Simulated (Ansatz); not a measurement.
Gas-phase electronic energies from Ansatz, PBE0-D4/def2-TZVP geometries. CBS: MP2 limit from def2 TZ/QZ plus the TZ coupled-cluster correction, frozen cores. This one scheme is used for every species. DFT in def2-TZVPP. B3LYP here is the variant with VWN-RPA as its local correlation; programs differ in this. For Ge outer-core shells are correlated without core-valence functions, which leaves a few kJ/mol of doubt a bond. Scalar relativity is left out up to krypton. One conformer a species, not always the lowest.

Consider the substitution at a C–S bond: `BS[CH2][GeH3]` + `[SiH3]S` → `[SiH3]S[CH2][GeH3]` + `BS`.

Task: Is it downhill or uphill in electronic energy at CCSD(T)/CBS, and by how much? (An estimate is asked.)

Result: Computed: Uphill: ΔE = +7.7 kJ/mol.

Task: What do these levels give: PBE-D4, r2SCAN-D4, PBE0-D4, B3LYP-D4, ωB97X-V, B2PLYP, PBE, r2SCAN, PBE0, CCSD/def2-TZVPP, HF/def2-QZVPP, CCSD/CBS(def2)? (An estimate is asked.)

Result: The calculation gave: PBE-D4 9.1, r2SCAN-D4 9.2, PBE0-D4 8.2, B3LYP-D4 7.5, ωB97X-V 7.6, B2PLYP 7.9, PBE 9.6, r2SCAN 9.5, PBE0 8.7, CCSD/def2-TZVPP 7.4, HF/def2-QZVPP 5.1, CCSD/CBS(def2) 7.3 kJ/mol.

Largest T1 diagnostic among the species: 0.015.
